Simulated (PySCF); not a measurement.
Be(Me)2 (C2H6Be), SMILES [CH3][Be][CH3]. The structure is a stationary point at r2SCAN-D4/def2-TZVP. The isomer is the one that the SMILES or the coordinates give; other isomers of the formula were not compared.

Computed equilibrium geometry at r2SCAN-D4/def2-TZVP (PySCF confirms it by a frequency run) as bond lengths and angles, and its point group:
point group D3d.
Atoms: Be1 C2 H3 H4 H5 C6 H7 H8 H9. Bond lengths (Å): Be1–C2 1.681, Be1–C6 1.681, C2–H3 1.096, C2–H4 1.096, C2–H5 1.096, C6–H7 1.096, C6–H8 1.096, C6–H9 1.096. Angles (°): C2–Be1–C6 180.0, Be1–C2–H3 112.3, Be1–C2–H4 112.3, Be1–C2–H5 112.3, H3–C2–H4 106.5, H3–C2–H5 106.5, H4–C2–H5 106.5, Be1–C6–H7 112.3, Be1–C6–H8 112.3, Be1–C6–H9 112.3, H7–C6–H8 106.5, H7–C6–H9 106.5, H8–C6–H9 106.5.
